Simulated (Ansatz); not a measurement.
**Cost against result**

Saddle point of CH$_{5}$GaO, closed shell (CH₅GaO ([CH3][GaH][OH]) → CH₃Ga ([CH3][Ga]) + H₂O; bonds formed: O2–H3; bonds broken: Ga1–O2, Ga1–H3), PBE0-D4/def2-TZVP structure:

| atom | x (Å) | y (Å) | z (Å) |
| --- | --- | --- | --- |
| Ga1 | -0.6099 | -0.4666 | -0.6349 |
| O2 | 0.9894 | 0.1514 | -1.6963 |
| H3 | 0.0590 | -0.8282 | -2.0921 |
| C4 | -0.6018 | 0.2107 | 1.2187 |
| H5 | 1.9002 | -0.1085 | -1.5038 |
| H6 | -1.5499 | 0.0493 | 1.7328 |
| H7 | -0.3799 | 1.2812 | 1.1947 |
| H8 | 0.1932 | -0.2892 | 1.7808 |

Barriers are electronic and count from the start structure reached by relaxing down the imaginary mode.

Program: Ansatz 0.2.0. Basis: as named in each row. Cores are frozen in the correlated methods. Filled d shells of the heavier atoms are correlated. The def2 sets are not built for correlating such inner shells, so the correlated values are less sure here. B3LYP uses VWN-RPA correlation. Extrapolation: Hartree–Fock as exp(−7.88 √X), correlation as X^−2.97.

Times are rough, for one single point on 2 threads of a shared host (Intel Xeon 6975P-C).

The estimate by CCSD(T) at an estimated basis limit (MP2 extrapolated from triple and quadruple zeta, plus CCSD(T) − MP2 in triple zeta) is 60.60 kcal/mol.

```tsv
method	basis	time (s)	barrier (kcal/mol)	method less estimate
HF	STO-3G	under 1	102.84	42.24
SPW92	def2-SVP	under 1	49.36	-11.24
PBE-D4	def2-SVP	under 1	51.14	-9.46
B3LYP-D4	6-31G	under 1	57.17	-3.44
PBE0-D4	def2-SVP	under 1	58.83	-1.77
SPW92	def2-TZVPP	under 1	48.42	-12.19
PBE-D4	STO-3G	1	68.93	8.32
PBE-D4	def2-TZVPP	1	50.33	-10.27
BLYP-D4	def2-TZVPP	1	50.81	-9.79
BHLYP-D4	def2-TZVPP	2	65.30	4.69
PBE0-D4	def2-TZVPP	2	57.83	-2.78
CAM-B3LYP-D4	def2-TZVPP	2	60.93	0.32
B3LYP-D4	def2-TZVPP	2	56.83	-3.78
CCSD(T)	def2-SVP	2	64.88	4.27
r2SCAN-D4	def2-TZVPP	2	56.34	-4.27
r2SCAN0-D4	def2-TZVPP	3	61.27	0.67
RPA on PBE	def2-TZVPP	3	60.28	-0.32
wB97M-V	def2-SVP	3	61.27	0.67
PBE-QIDH	def2-TZVPP	3	63.67	3.07
B2PLYP	def2-TZVPP	3	59.50	-1.11
wB97X-V	def2-TZVPP	4	63.52	2.91
B97M-V	def2-TZVPP	5	59.45	-1.15
wB97M-V	def2-TZVPP	5	60.55	-0.06
MP2	def2-QZVPP	13	61.75	1.14
CCSD(T)	def2-TZVPP	20	62.58	1.97
```

All methods are single points on the PBE0-D4 structures.

No T1 diagnostic of these runs exceeds 0.017. The restricted Hartree–Fock reference is unstable towards an unrestricted one at one or more of these structures.

Labels in which every atom is bracketed show which atoms are joined, not bond orders.
